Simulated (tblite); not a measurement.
C5H11FSi3.
SMILES with atom numbers: `[CH:1]#[C:2][CH2:3][CH2:4][Si@:5]1([F:6])[CH2:7][SiH2:8][SiH2:9]1` (hydrogens: H10 on C1; H11, H12 on C3; H13, H14 on C4; H15, H16 on C7; H17, H18 on Si8; H19, H20 on Si9)

Structure optimised with GFN2-xTB, isolated species.

Question: What internal coordinates does the optimisation give?

Answer: 
| bond | length (Å) |
| --- | --- |
| C1≡C2 | 1.197 |
| C2–C3 | 1.447 |
| C3–C4 | 1.532 |
| C4–Si5 | 1.904 |
| Si5–F6 | 1.638 |
| Si5–C7 | 1.927 |
| C7–Si8 | 1.934 |
| Si8–Si9 | 2.348 |
| Si5–Si9 | 2.326 |
| C1–H10 | 1.049 |
| C3–H11 | 1.095 |
| C3–H12 | 1.094 |
| C4–H13 | 1.091 |
| C4–H14 | 1.093 |
| C7–H15 | 1.089 |
| C7–H16 | 1.088 |
| Si8–H17 | 1.468 |
| Si8–H18 | 1.470 |
| Si9–H19 | 1.469 |
| Si9–H20 | 1.469 |

A selection of angles:
| angle | degrees |
| --- | --- |
| C1–C2–C3 | 178.6 |
| C2–C3–C4 | 111.6 |
| C3–C4–Si5 | 112.2 |
| C4–Si5–F6 | 102.9 |
| C4–Si5–C7 | 114.6 |
| C4–Si5–Si9 | 128.4 |
| F6–Si5–C7 | 107.0 |
| F6–Si5–Si9 | 113.4 |
| C7–Si5–Si9 | 89.0 |
| Si5–C7–Si8 | 102.4 |
| C7–Si8–Si9 | 88.2 |
| Si5–Si9–Si8 | 80.2 |

Dihedral angles: C2–C3–C4–Si5 -61° (synclinal); C3–C4–Si5–F6 -61° (synclinal); C4–Si5–C7–Si8 -135° (anticlinal); Si5–C7–Si8–Si9 2° (synperiplanar); C7–Si8–Si9–Si5 -2° (synperiplanar); C4–Si5–Si9–Si8 123° (anticlinal).

Of the pairs four or more bonds apart, C1···Si5 is among the closest relative to their van der Waals radii: 3.91 Å, 103 % of the sum of Bondi's values. The 3 C–Si bonds span 1.904 Å (C4–Si5, drawn single) to 1.934 Å (C7–Si8, drawn single), a spread of 0.030 Å. The Si–Si distances run from 2.326 Å (Si5–Si9, drawn single) to 2.348 Å (Si8–Si9, drawn single), a spread of 0.022 Å. Si9 (SiH2 silicon) has angles from 80.2° to 118.6°. The 3 C–C bonds span 1.197 Å (C1≡C2, drawn triple) to 1.532 Å (C3–C4, drawn single), a spread of 0.335 Å. Si8 (SiH2 silicon) has angles from 88.2° to 120.2°. The 4-membered ring Si5–C7–Si8–Si9 has internal angles of 80.2° to 102.4°; it is almost planar, 0.02 Å rms from its mean plane, widest ring torsion 2°.

Point group: C1 (no symmetry element, even within 0.4 Å). Its GFN2-xTB frequencies are all real (lowest 27 cm⁻¹). The numbers are those of one conformer. 3 starts were optimised and ended at 0.00, 0.74 and 2.51 kcal/mol (GFN2-xTB); the lowest of these is shown.

All values are computed, not measured.
